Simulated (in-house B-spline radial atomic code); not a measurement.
A calculation on Ba2+ (an excited or competing configuration): its settings, and results tabulated from the run. Method: Dirac-Hartree-Fock, average of configuration, Fermi nucleus of rms radius 4.8378 fm. Calculated with a B-spline radial code for spherical atoms.

Command:
```bash
python run_scf.py task.json out
```
Settings (nuclear radius in fm, mass in u):
```
Z                56
configuration    [Ar] 3d9 4s2 4p6 4d10 5s2 5p6 5f1
hamiltonian      dirac
method           hf
spin_polarised   False
nucleus          fermi
rms_radius       4.8378
atomic_mass      137.90525
speed_of_light   137.035999084
```

Output (hartree, bohr):
```
 radial grid: 79 intervals, B-splines of order 8, outer radius 53.7037 bohr

 iter        energy (Eh)    residual
    1       -8094.020698    6.10e-01
    2       -8102.760148    3.82e-01
    3       -8105.474600    9.43e-02
    4       -8105.653548    2.76e-02
    5       -8105.669591    1.17e-02
    6       -8105.671266    9.17e-04
    7       -8105.671289    2.75e-04
    8       -8105.671290    2.54e-05
    9       -8105.671290    1.77e-06
   10       -8105.671290    1.05e-07

 total energy                     -8105.67129
 kinetic                            8655.3277
 electron-nucleus                 -19633.8472
 electron-electron                  2872.8482

 first-order corrections (not in the total)
   Gaunt                             7.2892
   retardation                      -0.7571
   frequency dependence             -0.0787
   self-energy                       5.0059
   Uehling                          -0.7156
   Wichmann-Kroll                    0.0180
   recoil                            0.0216

 orbital      occ     eigenvalue          <r>       <r^2>       <1/r>     <1/r^3>       <r^4>       r_max    small
 1s1/2      2.000     -1386.6363    0.0255753 0.000888216     60.6967           - 2.07631e-06     0.01643  4.28e-02
 2s1/2      2.000      -225.3864      0.10911   0.0141049     14.2793           - 0.000344229      0.0929  9.27e-03
 2p1/2      2.000      -211.9061    0.0919777    0.010419     14.2204           - 0.000219497     0.07115  9.26e-03
 2p3/2      4.000      -197.8218    0.0979153   0.0116781     12.9877     6283.58 0.000268868     0.07618  8.75e-03
 3s1/2      2.000       -50.7812     0.288683   0.0953335     5.18016           -   0.0137751      0.2648  2.86e-03
 3p1/2      2.000       -45.0918     0.278825   0.0902985     5.08239           -   0.0129392      0.2518  2.79e-03
 3p3/2      4.000       -42.2621     0.290231    0.097645     4.77902     1274.91   0.0150634      0.2625  2.65e-03
 3d3/2      3.600       -32.6156     0.263238   0.0820955     4.60558     204.625   0.0125758      0.2123  2.49e-03
 3d5/2      5.400       -32.0183     0.266877   0.0842454     4.52828     187.685    0.013197      0.2153  2.45e-03
 4s1/2      2.000       -11.5645      0.66226    0.494034     2.13036           -    0.353299      0.6166  8.60e-04
 4p1/2      2.000        -9.3840     0.683127    0.529684     2.02844           -    0.417512      0.6277  7.98e-04
 4p3/2      4.000        -8.7687     0.707402    0.567827      1.9349     267.646    0.479761      0.6499  7.58e-04
 4d3/2      4.000        -5.1162     0.764806    0.678945     1.74511     38.2972    0.748919      0.6754  6.47e-04
 4d5/2      6.000        -5.0072     0.773872    0.694944     1.72017     34.8502    0.784375      0.6832  6.34e-04
 5s1/2      2.000        -2.4210      1.57821     2.78492    0.830932           -     11.2057       1.431  1.84e-04
 5p1/2      2.000        -1.7278      1.73851     3.39562    0.748229           -     17.0266       1.552  1.54e-04
 5p3/2      4.000        -1.6296      1.80232      3.6476    0.716732     38.8132     19.6228       1.609  1.44e-04
 5f5/2      0.429        -0.2734      6.21954      43.411    0.208131    0.154784     2751.93       5.652  1.85e-05
 5f7/2      0.571        -0.2731      6.22663     43.5339    0.208829    0.156995     2767.98       5.665  1.88e-05
```

Time taken, with all properties: 1.7 s on 1 thread of Arm Neoverse V1, on a shared host.

For the Dirac Hamiltonian the kinetic term is c α·p + (β - 1)c².
